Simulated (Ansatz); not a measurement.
Reaction (formal exchange of groups at a C–B bond): `O/C=C/BF` + `CBr` → `O/C=C\CBr` + `BF`

Calculated with Ansatz (gas phase, PBE0-D4/def2-TZVP geometries, no zero-point term in ΔE). CCSD(T)/CBS is the MP2 limit (def2-TZVPP, def2-QZVPP) plus CCSD(T) − MP2 in def2-TZVPP, frozen cores. This one scheme is used for every species. Double bonds are as drawn, so ΔE can hold a change between cis and trans. DFT in def2-TZVPP. B3LYP here is the variant with VWN-RPA as its local correlation; programs differ in this. For Br outer-core shells are correlated without core-valence functions, which leaves a few kJ/mol of doubt a bond. Scalar relativity is left out up to krypton. One conformer a species, not always the lowest.

| level | ΔE (kJ/mol) |
| --- | --- |
| PBE-D4 | 89.8 |
| B3LYP-D4 | 86.2 |
| MP2/def2-TZVPP | 82.1 |
| CCSD/CBS(def2) | 82.9 |

Task: What does CCSD(T)/CBS give? (Estimate.)

Result: Computed: +82.2 kJ/mol. The listed levels differ from it by 7.6, 4.0, -0.1, 0.7 kJ/mol.

Largest T1 diagnostic among the species: 0.014.

In def2-TZVPP, CCSD(T) changes the Hartree–Fock value by −7.5 kJ/mol (the triples alone add −0.7 kJ/mol) and MP2 by −8.6 kJ/mol. The D4 term adds −5.5 kJ/mol with B3LYP and −3.1 kJ/mol with PBE0; it sums over pairs of atoms, weighted by their polarisabilities, and B3LYP, whose exchange is more repulsive, gets the larger term.
